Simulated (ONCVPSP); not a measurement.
# tin, ONCV: configuration errors across variants

Sn, optimised norm-conserving Vanderbilt (ONCV), made with ONCVPSP 4.0.1 (PBE, scalar-relativistic). Core [Kr] 4d10, reference 5s2 5p2. Waves: 5s: rc 1.65 bohr, ncon 4, nbas 8, qcut 3.2 1/bohr, 2 projectors, debl 1.5 Ha; 5p: rc 1.65 bohr, ncon 4, nbas 7, qcut 4.7 1/bohr, local; d scattering state at 0.39 Ha: rc 2.55 bohr, ncon 3, nbas 7, qcut 3.7 1/bohr, 2 projectors, debl 0.6 Ha. Local part: the p channel. Core correction: none.

All-electron excitation energies from the reference (eV): (1) 5s2 5p1 6.875; (2) 5s2 5p0 20.828; (3) 5s1 5p0 51.800; (4) 5s1 5p2 14.524.

A true bound ghost makes a file unfit for plane-wave use even where its test errors are small: the radial tests pick states by their node count and pass the ghost by.

Errors AE − PS in meV (a dash: test not solved or not reliable):

```tsv
change	(1)	(2)	(3)	(4)	bound ghosts	GHOST(+) flags above zero
base	+1.8	+27	+125	+21	s, d	s, d
d: debl 0.15	+1.8	+27	+125	+21	s, d	s
d: debl 0.35	+1.8	+27	+125	+21	s, d	s, d
d: debl 0.45	+1.8	+27	+125	+21	s, d	s, d
d: debl 1.05	+1.8	+27	+125	+21	s, d	s, d
d: debl 1.85	+1.8	+27	+125	+21	s, d	s
d: debl 2.8	+1.8	+27	+125	+21	s, d	s
d: debl 4.6	+1.8	+27	+125	+21	s	s, d
```

(1) Give the same row for: d: debl 0.7.

## Answers

(1) +1.8, +27, +125, +21; bound ghosts: s, d; GHOST(+) flags above zero: s, d.
